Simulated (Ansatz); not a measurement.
Consider the cleavage of the Ge–Ge bond: `[OH][GeH]([GeH3])[GeH3]` + `N[SiH](F)Cl` → `F[SiH](Cl)[NH][GeH3]` + `[OH][GeH2][GeH3]`.

Gas-phase electronic energies from Ansatz, PBE0-D4/def2-TZVP geometries. CCSD(T)/CBS is the MP2 limit (def2-TZVPP, def2-QZVPP) plus CCSD(T) − MP2 in def2-TZVPP, frozen cores. DFT in def2-TZVPP. B3LYP here is the variant with VWN-RPA as its local correlation; programs differ in this. For Ge outer-core shells are correlated without core-valence functions, which leaves a few kJ/mol of doubt a bond. Scalar relativity is left out up to krypton. One conformer a species, not always the lowest.

```csv
level,ΔE (kcal/mol),difference from CCSD(T)/CBS
PBE-D4,8.4,2.8
r2SCAN-D4,6.8,1.2
PBE0-D4,7.6,2.0
B3LYP-D4,6.6,1.0
ωB97X-V,5.0,-0.6
ωB97M-V,5.7,0.1
B2PLYP,5.5,-0.1
PBE,8.4,2.8
r2SCAN,6.8,1.2
PBE0,7.6,2.0
B3LYP,6.6,1.0
HF/def2-TZVPP,2.2,-3.4
MP2/def2-TZVPP,4.7,-0.9
SCS-MP2/def2-TZVPP,3.5,-2.1
CCSD/def2-TZVPP,4.6,-1.0
CCSD(T)/def2-TZVPP,4.8,-0.8
HF/def2-QZVPP,1.8,-3.8
MP2/def2-QZVPP,5.1,-0.5
SCS-MP2/def2-QZVPP,3.7,-1.9
HF/CBS(def2),1.8,-3.8
MP2/CBS(def2),5.6,0.0
CCSD/CBS(def2),5.5,-0.1
CCSD(T)/CBS,5.6,0
```

Largest T1 diagnostic among the species: 0.012.

From PBE to PBE0 (25 % exact exchange), in def2-TZVPP and without D4, ΔE moves by −0.8 kcal/mol. In def2-TZVPP, CCSD(T) changes the Hartree–Fock value by +2.6 kcal/mol (the triples alone add +0.1 kcal/mol) and MP2 by +2.5 kcal/mol.
